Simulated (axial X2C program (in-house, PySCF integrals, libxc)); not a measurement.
# Testing model relations on TeCl

A bond curve at the PBE0 level, two-component, was computed with an in-house relativistic program for diatomic molecules (basis Te dyall-cv3z [11s12p8d4f1g], Cl dyall-av3z [9s8p3d2f] (cores contracted in-house)) for the state Ω = 3/2 (⟨Sz⟩ = 0.51, ⟨Lz⟩ = 0.99 at PBE0). Its fit gives Re = 2.3278 Å, ωe = 382.6 cm⁻¹, ωexe = 1.26 cm⁻¹ and αe = 4.859e-04 cm⁻¹; the masses are 129.9062 and 34.9689 u. Two-component means X2C with spin–orbit coupling and atomic mean-field Coulomb and Gaunt terms.

Find the reduced mass, Be and the force constant.

From the PBE0 values: μ = 27.5522 u. Be = 16.8576/(μ Re²) = 0.1129 cm⁻¹. k = 5.8918×10⁻⁷ μ ωe² = 2.38 mdyn/Å.

Where do the fundamental and the first overtone lie?

ν(1←0) = ωe − 2ωexe = 380.1 cm⁻¹; ν(2←0) = 2ωe − 6ωexe = 757.6 cm⁻¹.

The dipole moment p changes by 4.45 D/Å at Re. What harmonic infrared intensity follows?

I = 42.256 × (dp/dR)²/μ = 30 km/mol.

Estimate the centrifugal constant by the Kratzer relation.

D = 4Be³/ωe² = 3.93e-08 cm⁻¹.

Estimate De from a Morse curve and compare with the computed well depth of 2.773 eV to Te + Cl.

De(Morse) = ωe²/(4ωexe) = 3.601 eV against 2.773 eV computed, a ratio of 1.30. The extrapolation overshoots: the well softens faster than a Morse curve, or the lowest atomic limit lies below the one to which the curve heads.

The state is a single determinant with fixed occupations, the lowest that a limited PBE0 search found. De is counted from the lowest determinant-based energies of the atoms at the same level, without counterpoise correction. Density functionals use the spin component along the axis (collinear). The 2c atoms are single determinants rather than J levels; their spin–orbit lowering is only partly caught, and De is too large by that part. This holds for PBE0. Without a current term, density functionals place determinants with orbital angular momentum somewhat too high.
